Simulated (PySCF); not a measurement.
Working out the ionisation energy of Rh²⁺

Rh²⁺ [Kr] 4d7 (4F) → Rh³⁺ [Kr] 4d6 (5D). Computed with PySCF 2.14 in cc-pVTZ-PP with ECP28MDF (5s5p4d2f1g, 63 functions), with a scalar-relativistic core potential. Frozen: 4s2 4p6. Energies in hartree (1 hartree = 27.21139 eV):

```
             part  Rh²⁺ (lower)  Rh³⁺ (upper)
              UHF   -108.566247   -107.489369
MP2 opposite-spin     -0.088747     -0.044729
    MP2 same-spin     -0.066270     -0.062084
```

Question: What does Hartree-Fock give?

Answer: (-107.489369) − (-108.566247) = 1.076878 hartree = 29.303 eV.

Question: What do MP2 and SCS-MP2 (6/5 opposite-spin, 1/3 same-spin) give?

Answer: The opposite-spin parts differ by 1.198 eV and the same-spin parts by 0.114 eV. MP2: 29.303 + (1.198) + (0.114) = 30.615 eV. SCS-MP2: 29.303 + 1.2 × (1.198) + (0.114)/3 = 30.779 eV.

Reference: 31.06 eV (semi-empirical (NIST evaluation); NIST Atomic Spectra Database, ionization energies), between the lowest levels; spin-orbit coupling is absent from the calculation.

What remains against the reference includes basis incompleteness, the frozen core and correlation beyond second order.
